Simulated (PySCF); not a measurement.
This PySCF input asks for the NMR shieldings of `CCCPCCOC`, C6H15OP; the geometry comes from PBE0-D3(BJ)/def2-SVP.

```python
import basis_set_exchange as bse
import numpy as np
from pyscf import gto, dft
from pyscf.prop import nmr

atoms = """
C     2.899056   -0.095912    1.279048
C     2.679277    0.198058   -0.197799
C     1.241752   -0.017086   -0.668032
P     0.020650    1.133700    0.143714
C    -1.476849    0.839614   -0.938398
C    -1.922342   -0.619877   -0.901762
O    -1.824551   -1.218548    0.359688
C    -2.720157   -0.724872    1.310745
H     2.640842   -1.140549    1.516127
H     3.948781    0.065528    1.567192
H     2.271283    0.546471    1.916106
H     2.987166    1.235003   -0.421836
H     3.342371   -0.445070   -0.801670
H     0.913474   -1.037322   -0.404851
H     1.178960    0.074820   -1.765209
H     0.447764    2.328126   -0.520980
H    -2.271101    1.508762   -0.567865
H    -1.281679    1.126308   -1.984219
H    -1.276891   -1.218277   -1.562841
H    -2.957229   -0.706246   -1.294028
H    -2.626732   -1.350214    2.209465
H    -3.767233   -0.779393    0.951893
H    -2.498596    0.320217    1.597025
"""
names = dict.fromkeys(["C", "P", "O", "H"], "pcSseg-1")
basis = {el: gto.basis.parse(bse.get_basis(n, elements=[el], fmt="nwchem")) for el, n in names.items()}
mol = gto.M(atom=atoms, basis=basis, charge=0, verbose=0)
mf = dft.RKS(mol, xc="PBE0")
mf.grids.level = 2
mf.grids.alignment = dft.numint.BLKSIZE   # the property module wants whole blocks of grid points
mf.conv_tol = 1e-9
mf.kernel()

calc = nmr.RKS(mf)   # GIAO
C = mf.mo_coeff
Co = C[:, mf.mo_occ > 0]
resp = mf.gen_response(singlet=True, hermi=2)
def vind(x):   # induced exchange potential for any number of trial vectors
    d = np.einsum("pi,xij,qj->xpq", C, 2 * x.reshape(-1, C.shape[1], Co.shape[1]), Co, optimize=True)
    return np.einsum("xpq,pi,qj->xij", resp(d - d.transpose(0, 2, 1)), C, Co, optimize=True).ravel()
mo1, _ = nmr.rhf.solve_mo1(calc, with_cphf=vind)
sigma = calc.kernel(mo1)
for i, s in enumerate(sigma):   # ppm
    w = np.linalg.eigvalsh((s + s.T) / 2)
    print("%2d %-2s iso %8.1f  s11 %8.1f  s22 %8.1f  s33 %8.1f" % (i, mol.atom_pure_symbol(i), w.mean(), *w))
```

**Question.** Give the expected output.

**Answer.** 
```
 0 C  iso    168.7  s11    155.8  s22    167.4  s33    182.8
 1 C  iso    160.7  s11    153.1  s22    159.3  s33    169.8
 2 C  iso    159.1  s11    144.1  s22    158.7  s33    174.4
 3 P  iso    419.2  s11    353.1  s22    425.9  s33    478.6
 4 C  iso    162.3  s11    142.8  s22    166.5  s33    177.7
 5 C  iso    117.5  s11     85.4  s22    101.0  s33    166.2
 6 O  iso    316.2  s11    276.8  s22    317.1  s33    354.8
 7 C  iso    127.5  s11     92.2  s22    109.1  s33    181.1
 8 H  iso     30.5  s11     26.5  s22     28.7  s33     36.3
 9 H  iso     30.3  s11     25.7  s22     27.3  s33     37.8
10 H  iso     29.7  s11     24.3  s22     30.6  s33     34.2
11 H  iso     30.0  s11     25.3  s22     29.1  s33     35.8
12 H  iso     29.5  s11     23.8  s22     28.1  s33     36.6
13 H  iso     29.8  s11     24.4  s22     31.2  s33     33.9
14 H  iso     29.5  s11     23.9  s22     29.5  s33     35.1
15 H  iso     28.3  s11     23.4  s22     27.7  s33     33.9
16 H  iso     29.2  s11     25.4  s22     27.3  s33     35.0
17 H  iso     29.5  s11     24.0  s22     28.3  s33     36.2
18 H  iso     27.6  s11     24.0  s22     27.0  s33     31.9
19 H  iso     27.9  s11     22.7  s22     27.5  s33     33.5
20 H  iso     27.7  s11     23.9  s22     25.0  s33     34.3
21 H  iso     28.6  s11     24.8  s22     25.9  s33     35.1
22 H  iso     27.7  s11     23.1  s22     27.1  s33     32.8
```

These numbers come from an equivalent density-fitted implementation of the same equations, which agrees with the script to about 0.01 ppm for H and up to a few tenths of a ppm for heavy atoms, so last digits may differ.

Size and cost of the density-fitted run: 218 basis functions, 42 s wall time on 1 thread of an Arm Neoverse V2, shared host; peak memory 1 GiB.
